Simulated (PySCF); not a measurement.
Ga(Br)2(OH) (Br2GaHO), SMILES [Br][Ga]([Br])[OH]. Atoms are numbered in the order given.

```xyz
5

Ga     0.5588     0.0066     0.0000
Br    -0.5639    -1.9701     0.0000
Br    -0.5406     1.9792     0.0000
O      2.3258     0.0392     0.0000
H      2.7294    -0.8364     0.0000
```
Charge 0, spin multiplicity 1.

Coordinates come from a PBE0-D3(BJ)/def2-SVP optimisation. The structure was generated by enumeration; whether it is a known compound was not checked. The values are those of a single conformer.

Two levels are set side by side: PBE/pcSseg-1 (PySCF) and B3LYP/pcSseg-1 (PySCF). GIAO shifts against H2O (¹⁷O), TMS (¹H) at the same level; non-relativistic, no solvent, atoms listed together averaged. Without spin–orbit terms, shifts of atoms bonded to Cl or Br come out too high at both levels. Differences are taken from unrounded values.

```tsv
quantity	B3LYP	PBE	PBE minus B3LYP
δ(¹⁷O) of O4 (ppm)	119.2	136.6	17.5
δ(¹H) of H5 (ppm)	3.37	3.67	0.30
```

Rough cost on one machine, each run with all the roots and properties that it gave: B3LYP against PBE within a factor of 2.
